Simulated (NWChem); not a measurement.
System: C₂H₈Si₂; SMILES [SiH3]/C=C\[SiH3]

Here is an NWChem input.

```
start job
memory heap 200 mb stack 700 mb global 900 mb
geometry units angstroms noautoz
  Si     1.808936    -0.134069     0.426165
  C      0.670399     0.095752    -1.060651
  C     -0.674421     0.154268    -1.068381
  Si    -1.814108     0.022258     0.415443
  H      1.551332    -1.431066     1.124174
  H      3.218869    -0.133494    -0.068125
  H      1.653302     0.974108     1.417874
  H      1.182304     0.191908    -2.029963
  H     -1.170236     0.294001    -2.041210
  H     -1.016787    -0.164813     1.664940
  H     -2.745093    -1.136313     0.248929
  H     -2.641559     1.261649     0.541884
end
basis spherical
  Si library 6-31g*
  C library 6-31g*
  H library 6-31g*
end
dft
  xc xwpbe 0.80 cpbe96 1.0 hfexch 1.00
  cam 0.2 cam_alpha 0.2 cam_beta 0.8
  iterations 150
end
tddft
  nroots 6
  notriplet
end
task tddft energy
```

Parts of the log:

```
             Northwest Computational Chemistry Package (NWChem) 7.3.0
             --------------------------------------------------------

 CS  symmetry detected

                             Geometry "geometry" -> ""
                             -------------------------

 Output coordinates in angstroms (scale by  1.889725989 to convert to a.u.)

  No.       Tag          Charge          X              Y              Z
 ---- ---------------- ---------- -------------- -------------- --------------
    1 Si                  14.0000     0.42293414     1.81632768     0.00000000
    2 C                    6.0000    -1.06903604     0.66145495     0.00000000
    3 C                    6.0000    -1.07002662    -0.68465936     0.00000000
    4 Si                  14.0000     0.43045345    -1.81009541     0.00000000
    5 H                    1.0000     1.27507903     1.61823585    -1.21259207
    6 H                    1.0000    -0.08219627     3.22241331     0.00000000
    7 H                    1.0000     1.27507903     1.61823585     1.21259207
    8 H                    1.0000    -2.04804864     1.16384203     0.00000000
    9 H                    1.0000    -2.04749019    -1.19093898     0.00000000
   10 H                    1.0000     1.68517961    -0.99915718     0.00000000
   11 H                    1.0000     0.41467354    -2.69032810    -1.20900394
   12 H                    1.0000     0.41467354    -2.69032810     1.20900394

 Effective nuclear repulsion energy (a.u.)     196.1913195784

      Symmetry information
      --------------------

 Group name             Cs
 Group number              2
 Group order               2
 No. of unique centers    10

  pbe96 is a nonlocal functional; adding pw91lda local functional.

                                 NWChem DFT Module
                                 -----------------

 Summary of "ao basis" -> "ao basis" (spherical)
 ------------------------------------------------------------------------------
       Tag                 Description            Shells   Functions and Types
 ---------------- ------------------------------  ------  ---------------------
 Si                          6-31g*                  8       18   4s3p1d
 C                           6-31g*                  6       14   3s2p1d
 H                           6-31g*                  2        2   2s

      Symmetry analysis of basis
      --------------------------

        a'         58
        a"         22

            General Information
            -------------------
          SCF calculation type: DFT
          Wavefunction type:  closed shell.
          No. of atoms     :    12
          No. of electrons :    48
           Alpha electrons :    24
            Beta electrons :    24
          Charge           :     0
          Spin multiplicity:     1
          Use of symmetry is: off; symmetry adaption is: on
          Maximum number of iterations: 150
          AO basis - number of functions:    80
                     number of shells:    44
          Convergence on energy requested:  1.00D-06
          Convergence on density requested:  1.00D-05
          Convergence on gradient requested:  5.00D-04

              XC Information
              --------------
                     Hartree-Fock (Exact) Exchange  1.000
                     LC-wPBE(h)Exchange Functional  0.800
            Perdew 1991 LDA Correlation Functional  1.000 local
           PerdewBurkeErnz. Correlation Functional  1.000 non-local

           Range-Separation Parameters
           ---------------------------
           Alpha           :  0.20
           Beta            :  0.80
           Gamma           :  0.20
           Short-Range HF  :     F

             Grid Information
             ----------------
          Grid used for XC integration:  medium
          Radial quadrature: Mura-Knowles
          Angular quadrature: Lebedev.
          Tag              B.-S. Rad. Rad. Pts. Rad. Cut. Ang. Pts.
          ---              ---------- --------- --------- ---------
          Si                  1.10       88          12.0       590
          C                   0.70       49          10.0       434
          H                   0.35       45          13.0       434
          Grid pruning is: on
          Number of quadrature shells:   634
          Spatial weights used:  Erf1

      Superposition of Atomic Density Guess
      -------------------------------------

 Sum of atomic energies:        -656.94098365

      Non-variational initial energy
      ------------------------------

 Total energy =    -658.736274
 1-e energy   =   -1296.226041
 2-e energy   =     441.298447
 HOMO         =      -0.315162
 LUMO         =      -0.024509

[...]

                                NWChem TDDFT Module
                                -------------------

            General Information
            -------------------
           No. of orbitals :     160
            Alpha orbitals :      80
             Beta orbitals :      80
        Alpha frozen cores :       0
         Beta frozen cores :       0
     Alpha frozen virtuals :       0
      Beta frozen virtuals :       0
         Spin multiplicity :       1
    Number of AO functions :      80
        Use of symmetry is : off
      Symmetry adaption is : on
         Schwarz screening :  0.10D-07

              XC Information
              --------------
              Hartree-Fock (Exact) Exchange   1.00
              LC-wPBE(h)Exchange Functional   0.80
     Perdew 1991 LDA Correlation Functional   1.00 local
    PerdewBurkeErnz. Correlation Functional   1.00 non-local
           Alpha           :  0.20
           Beta            :  0.80
           Gamma           :  0.20

             TDDFT Information
             -----------------
          Calculation type : TDDFT
         Wavefunction type : Restricted singlets
          No. of electrons :      48
           Alpha electrons :      24
            Beta electrons :      24
              No. of roots :       6
          Max subspacesize :    5200
            Max iterations :     100
               Target root :       1
           Target symmetry : none
      Symmetry restriction : off
                 Algorithm : Optimal
        Davidson threshold :  0.10D-03

    6 smallest eigenvalue differences (eV)
--------------------------------------------------------
  No. Spin  Occ  Vir  Irrep   E(Occ)    E(Vir)   E(Diff)
--------------------------------------------------------
    1    1   24   25 a'       -0.355     0.032    10.507
    2    1   23   25 a"       -0.376     0.032    11.097
    3    1   22   25 a"       -0.416     0.032    12.167
    4    1   24   26 a"       -0.355     0.095    12.242
    5    1   21   25 a'       -0.426     0.032    12.459
    6    1   20   25 a"       -0.429     0.032    12.543
--------------------------------------------------------

  Entering Davidson iterations
  Restricted singlet excited states

  Iter   NTrls   NConv    DeltaV     DeltaE      Time
  ----  ------  ------  ---------  ---------  ---------
    1      6       0     0.35E+00   0.10+100       32.7
    2     18       0     0.49E-01   0.39E-01       53.1
    3     30       0     0.21E-01   0.34E-02       52.7
    4     42       0     0.11E-01   0.15E-02       46.7
    5     54       0     0.28E-01   0.29E-02       46.1
    6     66       1     0.14E-01   0.16E-02       49.3
    7     76       1     0.48E-02   0.31E-03       49.3
    8     85       3     0.16E-02   0.22E-04       43.7
    9     91       5     0.42E-03   0.24E-05       35.6
   10     93       5     0.11E-03   0.13E-06       25.8
   11     95       6     0.74E-04   0.82E-08       25.8
  ----  ------  ------  ---------  ---------  ---------
  Convergence criterion met

  Ground state a'       -659.604414373318 a.u.

  ----------------------------------------------------------------------------
  Root   1 singlet a"             0.220278791 a.u.                5.9941 eV
  ----------------------------------------------------------------------------
     Transition Moments    X  0.00000   Y  0.00000   Z  0.18237
     Dipole Oscillator Strength                    0.0048841560
     Electric Quadrupole                           0.0000000268
     Magnetic Dipole                               0.0000014601
     Total Oscillator Strength                     0.0048856429

     Occ.   16  a'  ---  Virt.   25  a"  -0.06930 X
     Occ.   22  a'  ---  Virt.   25  a"   0.06969 X
     Occ.   23  a'  ---  Virt.   25  a"  -0.98560 X
     Occ.   23  a'  ---  Virt.   31  a"   0.10152 X
  ----------------------------------------------------------------------------
  Root   2 singlet a'             0.244877024 a.u.                6.6634 eV
  ----------------------------------------------------------------------------
     Transition Moments    X -0.11816   Y -1.53942   Z  0.00000
     Dipole Oscillator Strength                    0.3891571046
     Electric Quadrupole                           0.0000000797
     Magnetic Dipole                               0.0000043793
     Total Oscillator Strength                     0.3891615636

     Occ.   22  a'  ---  Virt.   26  a'   0.06025 X
     Occ.   23  a'  ---  Virt.   26  a'  -0.08233 X
     Occ.   24  a"  ---  Virt.   25  a"   0.98663 X
     Occ.   24  a"  ---  Virt.   25  a"  -0.09746 Y
  ----------------------------------------------------------------------------
  Root   3 singlet a"             0.281583375 a.u.                7.6623 eV
  ----------------------------------------------------------------------------
     Transition Moments    X  0.00000   Y  0.00000   Z  0.12122
     Dipole Oscillator Strength                    0.0027584355
     Electric Quadrupole                           0.0000000180
     Magnetic Dipole                               0.0000007889
     Total Oscillator Strength                     0.0027592424

[...]
```

Level: LRC-wPBEh/6-31G* (spherical d), full TDDFT. All runs use the structure optimised with PBE0/def2-SVP.
